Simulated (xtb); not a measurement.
xtb input (GFN2-xTB):

```bash
xtb mol.xyz --gfn 2 --sp --chrg -1 --uhf 0
```
mol.xyz:
```
5

B      0.33755629    -0.60973361     0.18988796
Cl    -0.36423840     1.27528303    -0.29158849
O      1.51573030    -0.77620063     0.57718755
O     -0.76567330    -1.44100986    -0.03415565
H     -1.49618459    -0.89345948    -0.33669068
```

Output:

```
           -------------------------------------------------
          |                Calculation Setup                |
           -------------------------------------------------

           -------------------------------------------------
          |                 G F N 2 - x T B                 |
           -------------------------------------------------

        Reference                      10.1021/acs.jctc.8b01176
      * Hamiltonian:
        H0-scaling (s, p, d)           1.850000    2.230000    2.230000
        zeta-weighting                 0.500000
      * Dispersion:
        s8                             2.700000
        a1                             0.520000
        a2                             5.000000
        s9                             5.000000
      * Repulsion:
        kExp                           1.500000    1.000000
        rExp                           1.000000
      * Coulomb:
        alpha                          2.000000
        third order                    shell-resolved
        anisotropic                    true
        a3                             3.000000
        a5                             4.000000
        cn-shift                       1.200000
        cn-exp                         4.000000
        max-rad                        5.000000

          ...................................................
          :                      SETUP                      :
          :.................................................:
          :  # basis functions                  23          :
          :  # atomic orbitals                  22          :
          :  # shells                           10          :
          :  # electrons                        24          :
          :  max. iterations                   250          :
          :  Hamiltonian                  GFN2-xTB          :
          :  restarted?                      false          :
          :  GBSA solvation                  false          :
          :  PC potential                    false          :
          :  electronic temp.          300.0000000     K    :
          :  accuracy                    1.0000000          :
          :  -> integral cutoff          0.2500000E+02      :
          :  -> integral neglect         0.1000000E-07      :
          :  -> SCF convergence          0.1000000E-05 Eh   :
          :  -> wf. convergence          0.1000000E-03 e    :
          :  Broyden damping             0.4000000          :
          :  net charge                         -1          :
          :  unpaired electrons                  0          :
          ...................................................

 iter      E             dE          RMSdq      gap      omega  full diag
   1    -14.5386501 -0.145387E+02  0.104E+01   10.58       0.0  T
   2    -14.7877426 -0.249092E+00  0.680E+00    6.40       1.0  T
   3    -14.8187736 -0.310310E-01  0.361E+00    7.87       1.0  T
   4    -14.8238304 -0.505685E-02  0.128E+00    7.08       1.0  T
   5    -14.8327883 -0.895791E-02  0.635E-01    7.66       1.0  T
   6    -14.8341664 -0.137812E-02  0.193E-01    7.51       1.0  T
   7    -14.8341914 -0.249852E-04  0.115E-01    7.51       1.0  T
   8    -14.8341919 -0.465428E-06  0.733E-02    7.48       1.0  T
   9    -14.8342204 -0.285241E-04  0.226E-02    7.51       2.0  T
  10    -14.8342208 -0.409682E-06  0.155E-02    7.49       2.9  T
  11    -14.8342223 -0.145814E-05  0.389E-03    7.50      11.5  T
  12    -14.8342223 -0.384005E-07  0.273E-03    7.50      16.4  T
  13    -14.8342223 -0.223546E-07  0.190E-03    7.50      23.6  T
  14    -14.8342224 -0.223103E-07  0.451E-04    7.50      99.1  T
  15    -14.8342224 -0.390244E-09  0.753E-05    7.50     594.0  T

   *** convergence criteria satisfied after 15 iterations ***

         #    Occupation            Energy/Eh            Energy/eV
      -------------------------------------------------------------
         1        2.0000           -0.8419603             -22.9109
       ...           ...                  ...                  ...
         6        2.0000           -0.3095872              -8.4243
         7        2.0000           -0.2822933              -7.6816
         8        2.0000           -0.2555048              -6.9526
         9        2.0000           -0.2407677              -6.5516
        10        2.0000           -0.2247936              -6.1169
        11        2.0000           -0.2245425              -6.1101
        12        2.0000           -0.2077654              -5.6536 (HOMO)
        13                          0.0678449               1.8462 (LUMO)
        14                          0.1024074               2.7866
        15                          0.2477230               6.7409
        16                          0.2567281               6.9859
        17                          0.2584699               7.0333
       ...                                ...                  ...
        22                          0.9330840              25.3905
      -------------------------------------------------------------
                  HL-Gap            0.2756103 Eh            7.4997 eV
             Fermi-level           -0.0699602 Eh           -1.9037 eV

 SCC (total)                   0 d,  0 h,  0 min,  0.004 sec
 SCC setup                      ...        0 min,  0.000 sec (  2.237%)
 Dispersion                     ...        0 min,  0.000 sec (  0.780%)
 classical contributions        ...        0 min,  0.000 sec (  0.430%)
 integral evaluation            ...        0 min,  0.000 sec ( 13.124%)
 iterations                     ...        0 min,  0.002 sec ( 57.878%)
 molecular gradient             ...        0 min,  0.001 sec ( 23.599%)
 printout                       ...        0 min,  0.000 sec (  1.718%)

         :::::::::::::::::::::::::::::::::::::::::::::::::::::
         ::                     SUMMARY                     ::
         :::::::::::::::::::::::::::::::::::::::::::::::::::::
         :: total energy             -14.774722962478 Eh    ::
         :: gradient norm              0.041049774528 Eh/a0 ::
         :: HOMO-LUMO gap              7.499737296885 eV    ::
         ::.................................................::
         :: SCC energy               -14.834222148430 Eh    ::
         :: -> isotropic ES            0.232249412845 Eh    ::
         :: -> anisotropic ES         -0.007704812400 Eh    ::
         :: -> anisotropic XC         -0.006396193504 Eh    ::
         :: -> dispersion             -0.002470175874 Eh    ::
         :: repulsion energy           0.059499185952 Eh    ::
         :: add. restraining           0.000000000000 Eh    ::
         :: total charge              -1.000000000000 e     ::
         :::::::::::::::::::::::::::::::::::::::::::::::::::::

           -------------------------------------------------
          |                Property Printout                |
           -------------------------------------------------

    * Orbital Energies and Occupations

         #    Occupation            Energy/Eh            Energy/eV
      -------------------------------------------------------------
         1        2.0000           -0.8419603             -22.9109
         2        2.0000           -0.5102161             -13.8837
         3        2.0000           -0.4546595             -12.3719
         4        2.0000           -0.3948292             -10.7438
         5        2.0000           -0.3396768              -9.2431
         6        2.0000           -0.3095872              -8.4243
         7        2.0000           -0.2822933              -7.6816
         8        2.0000           -0.2555048              -6.9526
         9        2.0000           -0.2407677              -6.5516
Note: The following floating-point exceptions are signalling: IEEE_UNDERFLOW_FLAG IEEE_DENORMAL
normal termination of xtb
        10        2.0000           -0.2247936              -6.1169
        11        2.0000           -0.2245425              -6.1101
        12        2.0000           -0.2077654              -5.6536 (HOMO)
        13                          0.0678449               1.8462 (LUMO)
        14                          0.1024074               2.7866
        15                          0.2477230               6.7409
        16                          0.2567281               6.9859
        17                          0.2584699               7.0333
        18                          0.2646443               7.2013
        19                          0.2938068               7.9949
        20                          0.3089112               8.4059
        21                          0.5129860              13.9591
        22                          0.9330840              25.3905
      -------------------------------------------------------------
                  HL-Gap            0.2756103 Eh            7.4997 eV
             Fermi-level           -0.0699602 Eh           -1.9037 eV

     #   Z          covCN         q      C6AA      α(0)
     1   5 B        2.314     0.544    21.426     9.019
     2  17 Cl       0.741    -0.655   121.271    16.845
     3   8 O        0.789    -0.623    26.727     6.929
     4   8 O        1.593    -0.552    24.071     6.621
     5   1 H        0.805     0.285     0.767     1.375

 Mol. C6AA /au·bohr⁶  :        697.893314
 Mol. C8AA /au·bohr⁸  :      21820.236996
 Mol. α(0) /au        :         40.788873

Wiberg/Mayer (AO) data.
largest (>0.10) Wiberg bond orders for each atom

 ---------------------------------------------------------------------------
     #   Z sym  total        # sym  WBO       # sym  WBO       # sym  WBO
 ---------------------------------------------------------------------------
     1   5 B    3.346 --     3 O    1.836     4 O    1.024     2 Cl   0.479
     2  17 Cl   0.585 --     1 B    0.479
     3   8 O    1.990 --     1 B    1.836
     4   8 O    2.028 --     1 B    1.024     5 H    0.895
     5   1 H    0.919 --     4 O    0.895
 ---------------------------------------------------------------------------

Topologies differ in total number of bonds
Writing topology from bond orders to xtbtopo.mol

molecular dipole:
                 x           y           z       tot (Debye)
 q only:       -0.995      -0.271      -0.269
   full:       -1.138      -0.264      -0.315       3.075
molecular quadrupole (traceless):
                xx          xy          yy          xz          yz          zz
 q only:        0.155       3.738      -5.283      -2.412       2.776       5.128
  q+dip:        0.290       5.597      -6.883      -3.205       3.836       6.592
   full:       -0.161       5.407      -6.745      -3.436       3.811       6.906

           -------------------------------------------------
          | TOTAL ENERGY              -14.774722962478 Eh   |
          | GRADIENT NORM               0.041049774528 Eh/α |
          | HOMO-LUMO GAP               7.499737296885 eV   |
           -------------------------------------------------

------------------------------------------------------------------------
------------------------------------------------------------------------
 total:
 SCF:
```

It need not be the lowest isomer of its formula. Whether it binds its extra electron was not tested at this geometry.
